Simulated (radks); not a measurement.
Question: The table gives one normalised radial function P(r) = r R(r) (large component) of Mo in [Kr] 4d5 5s1 (r in bohr). All-electron calculation, Dirac Kohn-Sham, LDA (Slater exchange, Perdew-Wang correlation), spin-unpolarised, spherical densities, finite nucleus; open shells fill j = l - 1/2 first; Fermi nuclear charge, rms radius 4.4091 fm. Program: a radial shooting solver on a logarithmic mesh with Libxc functionals.

| r | P |
|---|---|
| 0.003496 | 0.0039 |
| 0.004738 | 0.0070 |
| 0.006421 | 0.0123 |
| 0.008702 | 0.0213 |
| 0.01179 | 0.0364 |
| 0.01598 | 0.0608 |
| 0.02184 | 0.0994 |
| 0.02959 | 0.1534 |
| 0.04011 | 0.2225 |
| 0.05436 | 0.2950 |
| 0.07367 | 0.3412 |
| 0.09984 | 0.3112 |
| 0.1353 | 0.1545 |
| 0.1848 | -0.1378 |
| 0.2505 | -0.4349 |
| 0.3395 | -0.5253 |
| 0.4601 | -0.2413 |
| 0.6236 | 0.3365 |
| 0.8452 | 0.8639 |
| 1.155 | 1.0026 |
| 1.565 | 0.7416 |
| 2.121 | 0.3716 |
| 2.874 | 0.1233 |
| 3.895 | 0.0250 |
| 5.279 | 0.0027 |
| 7.212 | 0.0001 |
| 9.775 | 0.0000 |
| 13.25 | 0.0000 |
| 17.95 | 0.0000 |

Which n and l does it have? It may be an empty orbital.

Answer: n = 4, l = 1: the number of nodes gives n - l - 1 = 2, the rise at small r points to l (this Dirac orbital starts outside the nucleus as r^gamma with gamma = sqrt((l + 1)^2 - (Z/c)^2) = 1.98; the j = 3/2 orbital of l + 1 starts with the same power, but with a smaller coefficient, and then steepens), and the extent must fit the shell. The curve is that of 4p3/2; the two j differ most near the nucleus, where j = l - 1/2 has the larger amplitude, and in heavy atoms j = l - 1/2 is also the more compact. 4p3/2: eigenvalue -37.670 eV, 2 radial nodes at r = 0.162, 0.528 bohr, <r> = 1.25 bohr, 90 % of the charge inside 1.86 bohr.
